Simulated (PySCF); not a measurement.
# Ionisation energy of Ni⁺ by level of theory

Ni⁺ [Ar] 3d9 (2D) → Ni²⁺ [Ar] 3d8 (3F), as a difference of total energies. All numbers are calculated (PySCF 2.14, scalar relativity by spin-free X2C-1e, in x2c-SVPall (5s3p3d1f, 36 functions)). Correlated levels: valence: [Ar] frozen. The calculations carry no spin-orbit coupling.

```json
{"method": "UHF", "ionisation energy (eV)": "15.034", "difference from reference (eV)": "-3.135"}
{"method": "M06-2X", "ionisation energy (eV)": "18.249", "difference from reference (eV)": "+0.080"}
{"method": "BP86", "ionisation energy (eV)": "19.039", "difference from reference (eV)": "+0.870"}
{"method": "MP2 (valence)", "ionisation energy (eV)": "17.728", "difference from reference (eV)": "-0.441"}
{"method": "SCS-MP2 (valence)", "ionisation energy (eV)": "17.437", "difference from reference (eV)": "-0.732"}
```

Reference: 18.169 eV (measured; NIST Atomic Spectra Database, ionization energies).

The reference lies between the lowest fine-structure levels, while these numbers refer to the centres of the terms.

Errors of the correlated levels include the incompleteness of this basis and the frozen core.
